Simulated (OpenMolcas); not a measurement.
Consider [Cu2(μ-Cl)2(F)4]2-, a planar model complex in vacuum (2 bridging Cl, bridge angle 104°, metal-metal distance 3.74 Å, Cu–Cl 2.37 Å; typed geometry, not optimised).

```xyz
8

Cu    -1.8707     0.0000     0.0000
Cu     1.8707     0.0000     0.0000
Cl     0.0000     1.4616     0.0000
Cl     0.0000    -1.4616     0.0000
F     -3.2072     1.3364     0.0000
F     -3.2072    -1.3364     0.0000
F      3.2072     1.3364     0.0000
F      3.2072    -1.3364     0.0000
```

**Question.** Give the energies of the total-spin states at CASSCF(2,2) on the singly occupied d orbitals (ANO-RCC-VDZP, scalar-relativistic DKH2, RICD, no spin-orbit coupling, OpenMolcas), and the exchange constant.

**Answer.** Local spins 1/2 and 1/2.

```json
[
 {"total S": "1", "E (cm⁻¹)": "23.2", "natural occupations, lowest and highest": "1.000, 1.000"},
 {"total S": "0", "E (cm⁻¹)": "0.0", "natural occupations, lowest and highest": "0.968, 1.032"}
]
```

J = -11.6 cm⁻¹ (antiferromagnetic).

J is defined by H = −2J S1·S2, so negative values are antiferromagnetic. Wave-function values come from the highest and lowest total spin; broken-symmetry values use Yamaguchi's formula with the computed ⟨S²⟩. The active space holds the singly occupied metal orbitals alone, without bridging-ligand orbitals. No row is a measured value.
